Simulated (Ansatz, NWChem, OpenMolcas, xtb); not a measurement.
From F to Br: the atomisation energy (no zero-point term)

Gas-phase molecules, one atom swapped for its congeners: CHBrClF (bromochlorofluoromethane) `FC(Cl)Br`; CHBrCl2 (bromodichloromethane) `ClC(Cl)Br`; CHBr2Cl (chlorodibromomethane) `ClC(Br)Br`. All are singlets with charge 0.

Shapes, held fixed at every level: PBE0-D4/def2-TZVP. Programs: Ansatz 0.2.0, NWChem 7.3.0, OpenMolcas 26.06, xtb 6.7.1, xtb 6.7.1 later snapshot. A level may come from different programs for different species; with the same settings they agree closely. Values in eV.

```csv
level,CHBrClF,CHBrCl2,CHBr2Cl
GFN2-xTB,17.92,16.65,15.65
HF/def2-TZVPP,10.26,9.18,8.67
SPW92/def2-TZVPP,19.49,17.61,17.03
B3LYP/6-31G* (spherical functions),15.50,13.76,13.26
MP2/def2-SVP,15.22,13.60,13.13
MP2/def2-TZVPP,16.09,14.59,14.12
CCSD(T)/def2-SVP,14.63,13.08,12.60
CCSD(T)/def2-TZVPP,15.33,13.86,13.40
```

At CCSD(T)/def2-TZVPP the atomisation energy falls at every step, from 15.33 to 13.40 eV. Every level shows the same order. Relativity is left out for Br. Outer-core shells of Br are correlated, in sets that cover them unevenly. GFN2-xTB strays far from the other rows. xTB rows lack spin polarisation. Spin-orbit coupling, which grows down the group, is left out (summed over each molecule's free atoms 0.21, 0.23, 0.34 eV). Coupled cluster in double- or triple-zeta sets underbinds by a few per cent against its basis-set limit.
